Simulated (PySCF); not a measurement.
Structure problem from calculated spectra and properties.

Elements present: C, F, H, N and O. Monoisotopic mass: 149.0288 u.

- NMR, other nuclei: isotropic shieldings of nuclei other than C and H, by class: -47 (1 N), 248 (1 O), 269 (1 O), 323 (1 F), 338 (1 F) ppm [GIAO PBE0/pcSseg-1]
- Dipole: 3.59 D [PBE0/pcSseg-1]
- 1H NMR: chemical shifts (computed TMS as zero) by class: 5.73 (1 H), 5.62 (1 H), 4.73 (1 H), 4.24 (1 H), 3.93 (1 H) ppm [GIAO PBE0/pcSseg-1]
- 13C NMR: chemical shifts (computed TMS as zero) by class: 121.1 (1 C), 106.7 (1 C), 105.5 (1 C), 65.0 (1 C), 59.0 (1 C) ppm [GIAO PBE0/pcSseg-1]
- Rotational structure: rotational constants A, B, C: 2.203, 1.227, 1.026 GHz [GFN2-xTB]

Gas-phase values; electronic properties from PySCF, density fitting. Levels stand in brackets. Isolated species at its GFN2-xTB geometry (one conformer only). NMR classes are plain means over equivalent atoms (diastereotopic ones count apart unless rotation or inversion swaps them), as if these changed places fast.

**Question.** Which formula fits the mass and the elements?

**Answer.** C5H5F2NO2 (calculated 149.0288). No other formula that holds each of these elements comes within 0.0003 u with a fitting electron parity and a possible valence count.

**Question.** Give a SMILES that accounts for the data.

**Answer.** Numbering: `[N:1]#[C:2][C@@H:3]1[CH2:4][O:5][C@@H:6]([F:7])[C@H:8]([F:9])[O:10]1`. Its formula, C5H5F2NO2, gives 3 degrees of unsaturation: 1 ring and 2 π bonds in the structure found. 5 carbons fall into 5 classes; from least to most shielded: nitrile carbon [C2] (121.1 ppm), sp3 C–F carbon [C6] (106.7 ppm), sp3 C–F carbon [C8] (105.5 ppm), ring sp3 carbon bound to oxygen [C4] (65.0 ppm), ring sp3 carbon bound to oxygen [C3] (59.0 ppm). Hydrogen classes from least to most shielded: 1 H on an sp3 C–F carbon, C6 (5.73 ppm), 1 H on an sp3 C–F carbon, C8 (5.62 ppm), 1 H on an sp3 carbon bound to oxygen, C4 (4.73 ppm), 1 H on an sp3 carbon bound to oxygen, C3 (4.24 ppm), 1 H on an sp3 carbon bound to oxygen, C4 (3.93 ppm). The other shieldings belong to: -47 ppm, nitrile nitrogen [N1]; 248 ppm, cyclic ether oxygen [O10]; 269 ppm, cyclic ether oxygen [O5]; 323 ppm, alkyl fluorine [F9]; 338 ppm, alkyl fluorine [F7]. The optimised geometry has point group C1 and is an asymmetric top. Structure: `N#C[C@@H]1CO[C@@H](F)[C@H](F)O1`. Computed isomers that give other values at the same levels: `C[C@@]1(OC(F)F)O[C@@H]1C#N` (13C chemical shifts (computed TMS as zero) by class: 123.3 (1 C), 119.8 (1 C), 84.5 (1 C), 43.5 (1 C), 22.6 (1 C) ppm); `CO[C@@H](F)[C@]1(C#N)O[C@@H]1F` (13C chemical shifts (computed TMS as zero) by class: 118.5 (1 C), 117.1 (1 C), 91.2 (1 C), 59.1 (1 C), 48.7 (1 C) ppm); `CO/C=C(\C#N)OC(F)F` (13C chemical shifts (computed TMS as zero) by class: 165.5 (1 C), 123.4 (1 C), 117.5 (1 C), 114.8 (1 C), 62.0 (1 C) ppm). The assignments are read from this structure; whether some other isomer fits the data as well wasn't checked. The mirror image fits equally.
